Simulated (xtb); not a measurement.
O2Zr, charge +1, doublet, geometry from GFN2-xTB (such geometries of metal compounds can be far from the true shape) (the multiplicity is a formal guess); GFN2-xTB run with xtb.

The xtb input:
```
$ xtb mol.xyz --gfn 2 --chrg 1 --uhf 1 --json

# file mol.xyz
3

Zr    -0.15826003    -0.17493685    -0.22637589
O      1.46587311     0.63453628    -0.33464232
O     -0.67457295     0.24014796     1.46652175
```

Output, abridged:

```
   ID    Z sym.   atoms
    1   40 Zr     1
    2    8 O      2, 3

           -------------------------------------------------
          |                Calculation Setup                |
           -------------------------------------------------

           -------------------------------------------------
          |                 G F N 2 - x T B                 |
           -------------------------------------------------

          ...................................................
          :                      SETUP                      :
          :.................................................:
          :  # basis functions                  18          :
          :  # atomic orbitals                  17          :
          :  # shells                            7          :
          :  # electrons                        15          :
          :  max. iterations                   250          :
          :  Hamiltonian                  GFN2-xTB          :
          :  restarted?                      false          :
          :  GBSA solvation                  false          :
          :  PC potential                    false          :
          :  electronic temp.          300.0000000     K    :
          :  accuracy                    1.0000000          :
          :  -> integral cutoff          0.2500000E+02      :
          :  -> integral neglect         0.1000000E-07      :
          :  -> SCF convergence          0.1000000E-05 Eh   :
          :  -> wf. convergence          0.1000000E-03 e    :
          :  Broyden damping             0.4000000          :
          :  net charge                          1          :
          :  unpaired electrons                  1          :
          ...................................................

 iter      E             dE          RMSdq      gap      omega  full diag
   1     -8.7988472 -0.879885E+01  0.264E+01    1.13       0.0  T
   2     -8.9882796 -0.189432E+00  0.149E+01    4.66       1.0  T
   3     -9.0411656 -0.528860E-01  0.120E+01    1.99       1.0  T
   4     -9.0833795 -0.422139E-01  0.237E+00    2.52       1.0  T
   5     -9.0865862 -0.320670E-02  0.135E+00    3.31       1.0  T
   6     -9.0907588 -0.417257E-02  0.560E-01    3.07       1.0  T
   7     -9.0912564 -0.497676E-03  0.159E-01    2.93       1.0  T
   8     -9.0912984 -0.419172E-04  0.449E-02    2.95       1.3  T
   9     -9.0912861  0.122267E-04  0.727E-02    2.95       1.0  T
  10     -9.0913034 -0.172779E-04  0.157E-02    2.96       3.7  T
  11     -9.0913038 -0.433541E-06  0.808E-04    2.96      71.4  T
  12     -9.0913038 -0.558682E-10  0.563E-04    2.96     102.5  T

   *** convergence criteria satisfied after 12 iterations ***

         :::::::::::::::::::::::::::::::::::::::::::::::::::::
         ::                     SUMMARY                     ::
         :::::::::::::::::::::::::::::::::::::::::::::::::::::
         :: total energy              -9.055514512753 Eh    ::
         :: gradient norm              0.000012700414 Eh/a0 ::
         :: HOMO-LUMO gap              2.958650613534 eV    ::
         ::.................................................::
         :: SCC energy                -9.091303840924 Eh    ::
         :: -> isotropic ES            0.172013197566 Eh    ::
         :: -> anisotropic ES          0.008305148741 Eh    ::
         :: -> anisotropic XC         -0.025435614731 Eh    ::
         :: -> dispersion             -0.001098606028 Eh    ::
         :: repulsion energy           0.035789328171 Eh    ::
         :: add. restraining           0.000000000000 Eh    ::
         :: total charge               1.000000000000 e     ::
         :::::::::::::::::::::::::::::::::::::::::::::::::::::

           -------------------------------------------------
          |                Property Printout                |
           -------------------------------------------------

    * Orbital Energies and Occupations

         #    Occupation            Energy/Eh            Energy/eV
      -------------------------------------------------------------
         1        2.0000           -0.9982875             -27.1648
         2        2.0000           -0.9357021             -25.4618
         3        2.0000           -0.7749075             -21.0863
         4        2.0000           -0.7446493             -20.2629
         5        2.0000           -0.7306474             -19.8819
         6        2.0000           -0.7227786             -19.6678
         7        1.9798           -0.7138620             -19.4252
         8        1.0202           -0.7064868             -19.2245 (HOMO)
         9                         -0.5977584             -16.2658 (LUMO)
        10                         -0.5551160             -15.1055
        11                         -0.5434711             -14.7886
        12                         -0.5427188             -14.7681
        13                         -0.4738327             -12.8936
        14                         -0.4304696             -11.7137
        15                         -0.3187479              -8.6736
        16                         -0.0458507              -1.2477
        17                         -0.0358558              -0.9757
      -------------------------------------------------------------
                  HL-Gap            0.1087284 Eh            2.9587 eV
             Fermi-level           -0.6811485 Eh          -18.5350 eV

     #   Z          covCN         q      C6AA      α(0)
     1  40 Zr       1.404     1.408   412.505    46.516
     2   8 O        0.702    -0.204    18.185     5.714
     3   8 O        0.702    -0.204    18.185     5.714

 Mol. C6AA /au·bohr⁶  :        796.205761
 Mol. C8AA /au·bohr⁸  :      87853.551884
 Mol. α(0) /au        :         57.943803

Wiberg/Mayer (AO) data.
largest (>0.10) Wiberg bond orders for each atom

 ---------------------------------------------------------------------------
     #   Z sym  total        # sym  WBO       # sym  WBO       # sym  WBO
 ---------------------------------------------------------------------------
     1  40 Zr   3.733 --     2 O    1.867     3 O    1.867
     2   8 O    2.326 --     1 Zr   1.867     3 O    0.460
     3   8 O    2.326 --     1 Zr   1.867     2 O    0.460
 ---------------------------------------------------------------------------

Topologies differ in total number of bonds
Writing topology from bond orders to xtbtopo.mol

molecular dipole:
                 x           y           z       tot (Debye)
 q only:       -0.726      -0.803      -1.039
   full:       -1.593      -1.761      -2.279       8.366
molecular quadrupole (traceless):
                xx          xy          yy          xz          yz          zz
 q only:       -0.985      -0.631       1.400       1.888       0.146      -0.415
  q+dip:       -1.595       0.205       1.552       3.609       1.589       0.043
   full:       -2.864      -1.687       3.984       5.555       0.586      -1.120

           -------------------------------------------------
          | TOTAL ENERGY               -9.055514512753 Eh   |
          | GRADIENT NORM               0.000012700414 Eh/α |
          | HOMO-LUMO GAP               2.958650613534 eV   |
           -------------------------------------------------

normal termination of xtb
```
